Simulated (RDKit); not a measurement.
Input file for RDKit: UFF on GeH4N2 (a complex), monomers drawn apart or pushed together.

```python
from rdkit import Chem
from rdkit.Chem import AllChem, rdDetermineBonds

blocks = [
'''2

N    -0.44036939    0.51231994    0.14198750
N    -0.11509484    1.18972059   -0.64869821
''',
'''5

Ge    0.16168886   -0.50024731    4.11447731
H     1.38605685    0.10785955    3.41449293
H     0.49518683   -0.75323622    5.59305416
H    -0.20928818   -1.82737077    3.43832813
H    -1.01962866    0.47569315    4.01718247
''',
]
mol = None
for b in blocks:
    f = Chem.MolFromXYZBlock(b)
    rdDetermineBonds.DetermineBonds(f, charge=0)
    mol = f if mol is None else Chem.CombineMols(mol, f)
Chem.SanitizeMol(mol)
print(Chem.MolToSmiles(Chem.RemoveHs(mol)))
ff = AllChem.UFFGetMoleculeForceField(mol, vdwThresh=100.0, ignoreInterfragInteractions=False)
e = ff.CalcEnergy()
print(f'UFF energy {e:.6f} kcal/mol')
```

It printed:

```
N#N.[GeH4]
UFF energy 1.104553 kcal/mol
```

The run finished.

Cost: about 0.010 core-seconds (a rough figure).
